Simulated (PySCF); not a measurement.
Geometry:
```tsv
atom	x (Å)	y (Å)	z (Å)
C1	-3.198	-0.740	0.566
C2	-2.005	-0.049	-0.024
C3	-2.318	1.085	-0.896
O4	-1.547	1.760	-1.535
C5	-0.748	-0.466	0.253
C6	0.473	0.126	-0.213
C7	1.681	-0.379	0.080
Si8	3.301	0.371	-0.500
C9	4.506	0.021	0.889
N10	5.237	-0.201	1.742
H11	-3.778	-0.040	1.165
H12	-3.848	-1.117	-0.223
H13	-2.898	-1.572	1.197
H14	-3.406	1.298	-0.940
H15	-0.630	-1.327	0.905
H16	0.384	1.016	-0.817
H17	1.722	-1.283	0.681
H18	3.232	1.823	-0.656
H19	3.831	-0.318	-1.681
```

PySCF calculation with coordinates at the GFN2-xTB level and shieldings: GIAO PBE0/pcSseg-1; a single conformation, in vacuum, rapidly exchanging positions averaged, non-relativistic.

Shifts are taken against calculated references (same method and geometry level): 13C (σref 186.93), 1H (σref 31.72), 29Si (σref 349.16) vs TMS; 17O (σref 336.08) vs H2O; 15N (σref 267.73) vs NH3.

```tsv
atoms	nucleus	count	Hirshfeld charge	δ (ppm)
C6	13C	1	-0.03	?
C1	13C	1	-0.11	25.4
H16	1H	1	0.04	9.00
H18/H19	1H	2	-0.05	?
O4	17O	1	-0.21	706.6
Si8	29Si	1	0.40	-75.3
C7	13C	1	-0.13	?
C3	13C	1	0.12	199.7
H14	1H	1	0.04	10.07
H17	1H	1	0.05	6.28
C9	13C	1	-0.03	123.5
C5	13C	1	-0.02	149.6
H11/H12/H13	1H	3	0.05	?
C2	13C	1	0.00	137.6
H15	1H	1	0.05	6.61
N10	15N	1	-0.20	?
```

Fill in the missing shifts.

Answers


- C6: 156.2 ppm, alkene CH; an sp2 carbon of a C=C bond
- C7: 139.6 ppm, alkene CH; the olefinic region
- H18/H19: 4.80 ppm, hydrogen on a silicon bonded to 2 C
- H11/H12/H13: 2.28 ppm, hydrogen on an allylic methyl carbon; allylic position
- N10: 364.7 ppm, nitrile nitrogen

Shifts are as computed. Against solution values, carbons near 30 ppm lie about +3 ppm off and those near 130 ppm about +5 ppm. Of 1211 compounds with measured shifts, 218 miss one by over three times the rms of a fit or turn the order of signals round; such compounds aren't used in these exercises. Unscaled 17O shifts of doubly bonded oxygen tend to come out too high, by tens of ppm or more. Experimental scales use liquid or dissolved standards, which lie at an offset from isolated NH3 (liquid NH3: subtract about 20 ppm) and H2O (liquid H2O: subtract about 36 ppm). Unscaled 15N shifts of sp2 nitrogen come out 20 to 40 ppm too high even then.
